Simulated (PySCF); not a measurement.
Input and output of a geometry optimisation on `c1cccc(COC)n1` (2-(methoxymethyl)pyridine).

Computed with PySCF, PBE0-D3(BJ)/def2-SVP geometry optimisation, gas phase.

Input of the driver that calls PySCF (job settings, then Cartesian coordinates in Å, the GFN2-xTB start):

```
{"job": {"xc": "PBE0", "basis": "def2-SVP", "d3": "d3bj", "grid": 2, "kind": "geom"}, "charge": 0, "multiplicity": 1}
C     -2.5884     0.0849    -0.5703
O     -2.1657    -0.6975     0.5192
C     -1.1656    -0.0778     1.2944
C      0.1709     0.0117     0.5970
C      0.6291    -1.0335    -0.2000
C      1.8616    -0.9058    -0.8155
C      2.5942     0.2538    -0.6088
C      2.0495     1.2333     0.2062
N      0.8688     1.1221     0.7902
H     -1.7669     0.2857    -1.2678
H     -3.0000     1.0432    -0.2313
H     -3.3641    -0.4849    -1.0782
H     -1.0628    -0.7020     2.1885
H     -1.4704     0.9319     1.6036
H      0.0177    -1.9135    -0.3290
H      2.2467    -1.6974    -1.4427
H      3.5603     0.3936    -1.0684
H      2.5764     2.1584     0.4013
```

The driver printed:

```
step   0  E = -401.37212027  max force = 0.011337
step   1  E = -401.37380454  max force = 0.003745
step   2  E = -401.37388290  max force = 0.001188
step   3  E = -401.37389658  max force = 0.001387
step   4  E = -401.37392487  max force = 0.000848
step   5  E = -401.37395090  max force = 0.000989
step   6  E = -401.37396688  max force = 0.001443
step   7  E = -401.37398168  max force = 0.000356
optimisation converged
```

Energies are in Eh and forces in Eh/bohr. The run used 171 basis functions and 59 SCF iterations in all.

Task: How much energy does the optimisation gain, and how much of it in the first step?

Result: 1.2 kcal/mol (51 meV) from step 0 to step 7; the first step changes the energy by -1.1 kcal/mol. The largest force component goes from 0.0113 to 0.00036 Eh/bohr.

Final geometry (Å):

```xyz
18
angstrom
C     -2.7007   -0.2102   -0.5256
O     -2.1125   -0.8087    0.5933
C     -1.1850    0.0090    1.2415
C      0.1517    0.0980    0.5416
C      0.5804   -0.9165   -0.3203
C      1.8340   -0.8018   -0.9120
C      2.6152    0.3129   -0.6164
C      2.0965    1.2643    0.2611
N      0.8954    1.1678    0.8229
H     -1.9582    0.0589   -1.3011
H     -3.2553    0.7079   -0.2509
H     -3.4089   -0.9313   -0.9568
H     -1.0271   -0.4214    2.2451
H     -1.5639    1.0385    1.3882
H     -0.0735   -1.7702   -0.5085
H      2.1994   -1.5747   -1.5932
H      3.6057    0.4470   -1.0561
H      2.6828    2.1550    0.5166
```

Point group C1. Not checked by PBE0-D3(BJ)/def2-SVP frequencies. After the best overlay, start and end differ by 0.20 Å (root mean square over atoms).

Bond lengths before and after (atoms numbered from 1 in input order):

| bond | start (Å) | end (Å) | change (Å) |
| --- | --- | --- | --- |
| C1–O2 | 1.406 | 1.399 | -0.007 |
| O2–C3 | 1.409 | 1.396 | -0.013 |
| C3–C4 | 1.510 | 1.512 | +0.002 |
| C4–C5 | 1.392 | 1.398 | +0.006 |
| C4–N9 | 1.326 | 1.333 | +0.007 |
| C5–C6 | 1.384 | 1.391 | +0.007 |
| C6–C7 | 1.387 | 1.393 | +0.006 |
| C7–C8 | 1.386 | 1.394 | +0.008 |
| C8–N9 | 1.322 | 1.330 | +0.008 |
| C1–H10 | 1.096 | 1.107 | +0.011 |
| C1–H11 | 1.097 | 1.107 | +0.010 |
| C1–H12 | 1.088 | 1.099 | +0.011 |
| C3–H13 | 1.095 | 1.103 | +0.008 |
| C3–H14 | 1.099 | 1.107 | +0.008 |
| C5–H15 | 1.079 | 1.092 | +0.013 |
| C6–H16 | 1.081 | 1.093 | +0.012 |
| C7–H17 | 1.079 | 1.092 | +0.013 |
| C8–H18 | 1.082 | 1.096 | +0.014 |
